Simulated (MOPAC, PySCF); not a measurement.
H₆Sn₂, SMILES `[SnH3][SnH3]`, neutral singlet in the gas phase. 

Cartesian coordinates (Å):
```xyz
8

Sn    -1.3916     0.0767     0.0288
Sn     1.3916    -0.0767    -0.0288
H     -1.9026     1.5250     0.7874
H     -2.0354     0.0501    -1.5584
H     -2.0557    -1.2428     0.8962
H      2.0352    -0.0537     1.5586
H      2.0559     1.2446    -0.8932
H      1.9027    -1.5233    -0.7906
```
Charge 0, spin multiplicity 1.

All levels are single points at this geometry (B3LYP-D3(BJ)/def2-TZVP); Pople sets use spherical d functions. Orbital energies aren't observables, and empty levels follow the basis.

```tsv
level	HOMO (eV)	LUMO (eV)	gap (eV)	dipole (D)	vertical IE, Delta-SCF (eV)
B3LYP-D3(BJ)/def2-TZVP in PySCF	-7.52	-0.97	6.56	0.00	9.62
PBE-D3(BJ)/def2-TZVP in PySCF	-6.73	-1.47	5.26	0.00	9.44
B3LYP/6-311+G** (LANL2DZ on Sn) in PySCF	-7.69	-0.55	7.14	0.00	–
B3LYP/6-31G* (LANL2DZ on Sn) in PySCF	-7.72	-0.55	7.17	0.00	9.91
B3LYP/LANL2DZ in PySCF	-7.68	-0.51	7.17	0.00	–
M06-2X/6-31G* (LANL2DZ on Sn) in PySCF	-8.72	0.22	8.93	0.00	–
PBE/6-31G* (LANL2DZ on Sn) in PySCF	-6.91	-1.10	5.81	0.00	9.73
SVWN5/6-31G* (LANL2DZ on Sn) in PySCF	-6.93	-1.17	5.75	0.00	9.77
HF/6-31G* (LANL2DZ on Sn) in PySCF	-10.07	2.39	12.46	0.00	9.44
AM1 in MOPAC	-10.43	-2.02	8.41	2.08	–
PM3 in MOPAC	-11.23	-2.55	8.68	0.00	–
PM6 in MOPAC	-9.46	0.48	9.95	0.00	–
PM7 in MOPAC	-9.41	1.55	10.96	0.00	–
```
